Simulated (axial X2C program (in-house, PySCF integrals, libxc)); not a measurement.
Spin–orbit effects down a group: molecules with Au (ions), PBE0

Calculated with an in-house all-electron X2C program for linear molecules (integrals from PySCF), spin-free (one-electron X2C) or two-component (2c: spin–orbit coupling with atomic mean-field Coulomb and Gaunt terms, which also bring small scalar terms), in Dyall basis sets with cores contracted in-house; open shells are unrestricted.

Basis sets: Au dyall-cv3z, H dyall-v3z, Li dyall-cv3z, Na dyall-cv3z.

```csv
molecule,spin-free state,Re (Å),ωe (cm⁻¹),De (eV),2c state,Re 2c (Å),ωe 2c (cm⁻¹),De 2c (eV)
AuH⁺,"M_S = 1/2, Λ = 0",1.533,2232.1,2.17,Ω = 1/2,1.535,2235.7,2.26
LiAu⁺,"M_S = 1/2, Λ = 0",2.581,269.3,0.67,Ω = 1/2,2.578,272.9,0.68
NaAu⁺,"M_S = 1/2, Λ = 0",2.971,123.8,0.43,Ω = 1/2,2.968,125.2,0.44
```

(1) Work out the shifts from the spin-free to the two-component result.

Fragments in 2c: Au+ + H, Au + Li+, Au + Na+. Each entry is the lowest single determinant of a limited PBE0 search at one distance. De goes to single-determinant-based atoms at the same level (for ions the charge split of lowest energy) and is withheld (n/a) where an atom does not fit its ground term or J level. Main or longest-lived isotopes.

Answers

(1) 

```csv
molecule,2c state,ΔRe (Å),Δωe (cm⁻¹),ΔDe (eV)
AuH⁺,Ω = 1/2,0.002,3.6,0.09
LiAu⁺,Ω = 1/2,-0.003,3.6,0.01
NaAu⁺,Ω = 1/2,-0.003,1.4,0.01
```

Shifts of one unit in the last digit are rounding.
